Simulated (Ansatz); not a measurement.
The cluster Si6H3⁺ (the lowest singlet isomer of a short search), 9 atoms. Hardware: 4 threads of Arm Neoverse V2 on a shared host.

Correlated methods freeze 30 core orbitals.

(1) How many basis functions does each of these Ansatz runs have, and roughly what does it cost? PBE0-D4/def2-SVP, charge 1 singlet, energy, from earlier orbitals; r2SCAN0-D4/def2-TZVP, charge 1 singlet, energy, from earlier orbitals; PBE-D4/def2-SVP, charge 1 singlet, energy, from earlier orbitals; PBE-D4/def2-TZVP, charge 0 doublet at the geometry of the charge 1 singlet, energy, from earlier orbitals; MP2/def2-TZVP, charge 1 singlet, energy, from earlier orbitals; B3LYP-D4/6-31G, charge 1 singlet, energy; HF/6-31G, charge 1 singlet, energy; RPA@PBE/def2-TZVP, charge 1 singlet, energy, from earlier orbitals; LC-ωPBE/def2-TZVP, charge 0 doublet at the geometry of the charge 1 singlet, energy, from earlier orbitals; LC-ωPBE/def2-TZVP, charge 1 singlet, energy, from earlier orbitals; CCSD(T)/def2-TZVPP, charge 1 singlet, energy, from earlier orbitals; PBE0-D4/def2-TZVP, charge 0 doublet at the geometry of the charge 1 singlet, energy.

## Answers

(1) Other jobs shared the machine, so times can vary by a factor of up to 3. A dash marks memory too small to be measured apart from the calling script's.

| run | functions | fitting or Cholesky vectors | wall time | peak host memory (GiB) |
| --- | --- | --- | --- | --- |
| HF/6-31G, charge 1 singlet, energy | 84 | 936 | 0.5 s | – |
| B3LYP-D4/6-31G, charge 1 singlet, energy | 84 | 936 | 1.2 s | – |
| PBE-D4/def2-SVP, charge 1 singlet, energy, from earlier orbitals | 123 | 1350 | 1.3 s | – |
| PBE0-D4/def2-SVP, charge 1 singlet, energy, from earlier orbitals | 123 | 1152 | 1.7 s | – |
| MP2/def2-TZVP, charge 1 singlet, energy, from earlier orbitals | 240 | 1480 | 3.8 s | 0.67 |
| LC-ωPBE/def2-TZVP, charge 1 singlet, energy, from earlier orbitals | 240 | 1644 | 3.8 s | 0.65 |
| RPA@PBE/def2-TZVP, charge 1 singlet, energy, from earlier orbitals | 240 | 1480 | 5.5 s | 0.64 |
| r2SCAN0-D4/def2-TZVP, charge 1 singlet, energy, from earlier orbitals | 240 | 1740 | 8 s | 0.95 |
| PBE-D4/def2-TZVP, charge 0 doublet at the geometry of the charge 1 singlet, energy, from earlier orbitals | 240 | 1644 | 8.5 s | – |
| LC-ωPBE/def2-TZVP, charge 0 doublet at the geometry of the charge 1 singlet, energy, from earlier orbitals | 240 | 1644 | 19 s | 1.5 |
| PBE0-D4/def2-TZVP, charge 0 doublet at the geometry of the charge 1 singlet, energy | 240 | 1740 | 26 s | 1.9 |
| CCSD(T)/def2-TZVPP, charge 1 singlet, energy, from earlier orbitals | 294 | 1721 | 8.8 min | 3 |
